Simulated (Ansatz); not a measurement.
The cluster Be6S5. Total charge 0; singlet. Geometry r2SCAN-D4/def2-SVP, basis def2-TZVP, Ansatz.

```xyz
11

Be    1.571   -1.173   -2.120
Be    1.891   -1.254    0.565
Be   -1.024   -0.419   -2.151
Be   -2.155    0.718   -0.834
Be    0.414    0.250    2.285
Be   -1.521    1.957    1.481
S     3.019   -0.870   -0.917
S    -3.115    1.767    0.461
S     0.728   -1.612    2.031
S     0.087    2.111    2.493
S     0.105   -1.476   -3.293
```

```csv
run,HOMO (eV),LUMO (eV)
A,-7.44,-2.64
B,-6.80,-3.11
C,-7.66,-2.58
D,-7.26,-2.95
E,-6.53,-3.27
F,-7.82,-2.50
```

B3LYP takes the VWN-RPA correlation. HSE06 is defined as in plane-wave codes, on full-range PBE exchange. Another isomer (singlet) lies 2.31 eV lower at PBE0-D4/def2-TZVP; other spin states weren't run for this one.

Question: The runs used B3LYP, HSE06, PBE, PBE0, r2SCAN, r2SCAN0. Estimate which is which.

Answer: A B3LYP (20 % exact exchange); B r2SCAN (0 % exact exchange); C PBE0 (25 % exact exchange); D HSE06 (range-separated); E PBE (0 % exact exchange); F r2SCAN0 (25 % exact exchange). Exact exchange lowers occupied and raises empty levels; among semilocal functionals meta-GGAs tend to open the gap a little, and such runs are hard to tell apart. The gap grows from 3.26 eV (PBE) to 5.32 eV (r2SCAN0).
